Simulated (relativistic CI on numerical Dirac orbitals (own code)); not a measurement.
**W IV: calculation against measurement**

Method of calculation: Dirac-Coulomb-Breit CI, orbitals from a KLI potential per configuration, model QED, valence Slater integrals scaled by 0.85, P86 correlation energy added to each configuration (own radial code, finite nucleus).

CI space (outside the closed core [Kr] 4d10 4f14 5s2): 5p6.5d3, 5p6.5d2.6s, 5p6.5d.6s2, 5p6.5d2.6p, 5p6.5d2.5f, 5p6.5d.6s.6p, 5p6.5d2.5g, 5p6.5d2.6d, 5p6.5d2.7s, 5p6.5d.5f2, 5p6.5d2.7p, 5p6.5d.6p2, 5p5.5d4, 5p6.5d2.7d, 5p6.5d.6s.7s, 5p6.5d2.6f. Levels of other configurations are missing.

```csv
Configuration,Term (tabulated),J,Measured (cm⁻¹),Computed,Error,Purity (%)
5p6.5d3,4F,3/2,0.0,0,0,90
5p6.5d3,4F,5/2,3537.5,2986,-551,97
5p6.5d3,4F,7/2,6744.6,5901,-844,94
5p6.5d3,4F,9/2,9256.4,8409,-847,80
5p6.5d3,4P,1/2,11772.9,11760,-13,62
5p6.5d3,2G,7/2,15260.9,14854,-407,91
5p6.5d3,4P,5/2,17189.9,16539,-651,91
5p6.5d3,2P,1/2,18364.8,17726,-639,58
5p6.5d3,2H,11/2,22223.1,21660,-563,100
5p6.5d3,2D,5/2,22766.4,22108,-658,85
5p6.5d3,2F,5/2,27937.6,28104,166,84
5p6.5d3,2F,7/2,28412.1,28302,-110,92
5p6.5d2.6s,4F,3/2,32692.4,36758,4066,95
5p6.5d2.6s,4F,5/2,35093.8,38930,3836,92
5p6.5d2.6s,4F,7/2,39029.7,42510,3481,97
5p6.5d2.6s,4F,9/2,43224.4,46392,3167,96
5p6.5d3,2D,5/2,43286.6,42768,-518,89
5p6.5d2.6s,4P,1/2,45516.9,49583,4066,96
5p6.5d2.6s,4P,3/2,47679.6,51407,3727,91
5p6.5d2.6s,2D,3/2,51860.4,55675,3814,76
5p6.5d2.6s,2F,7/2,52828.2,56632,3803,67
5p6.5d2.6s,2D,5/2,56415.5,59586,3170,59
5p6.5d2.6s,2G,9/2,57050.1,60648,3598,95
5p6.5d2.6s,2G,7/2,58372.5,61856,3484,71
5p6.5d2.6s,2P,1/2,59628.2,63877,4249,89
5p6.5d2.6s,2P,3/2,64681.0,68330,3649,85
5p6.5d2.6s,2S,1/2,77607.9,81220,3612,93
5p6.5d2.6p,4G°,5/2,85290.0,88066,2776,65
5p6.5d.6s2,2D,3/2,87172.2,93957,6785,94
5p6.5d2.6p,4G°,7/2,92845.7,94963,2117,80
5p6.5d.6s2,2D,5/2,94725.1,100943,6218,95
5p6.5d2.6p,4D°,1/2,98463.7,100996,2532,68
5p6.5d2.6p,4G°,9/2,99028.3,100920,1891,60
5p6.5d2.6p,4D°,5/2,103216.5,105268,2051,61
5p6.5d2.6p,4D°,1/2,103682.4,105601,1918,83
5p6.5d2.6p,2G°,7/2,106730.4,108456,1725,60
5p6.5d2.6p,2G°,7/2,108872.0,113464,4592,56
5p6.5d2.6p,4D°,3/2,108922.3,110247,1324,74
5p6.5d2.6p,4G°,11/2,109190.3,109999,809,96
5p6.5d2.6p,2F°,5/2,110658.5,112724,2066,61
5p6.5d2.6p,4P°,3/2,113533.1,115152,1619,63
5p6.5d2.6p,2G°,9/2,115422.9,117645,2222,85
5p6.5d2.6p,4D°,7/2,116110.4,117627,1516,58
```

Measured levels from measured levels as listed in J. Phys. B 45, 035001 (2012); pairs were made by configuration, J and term (by order where the table uses no LS term), so strongly mixed levels may be paired wrongly.

Mean error by configuration (cm⁻¹): 5p6.5d3 -469; 5p6.5d2.6s 3695; 5p6.5d2.6p 2083; 5p6.5d.6s2 6502. Over the excited levels the mean absolute error is 2377 cm⁻¹ (42 of the 69 excited levels that our extract of the source holds in range could be paired, and the others can miss by more), and the median relative error of those above 1,000 cm⁻¹ is 3.6 %. Some levels of the ground configuration have no partner.
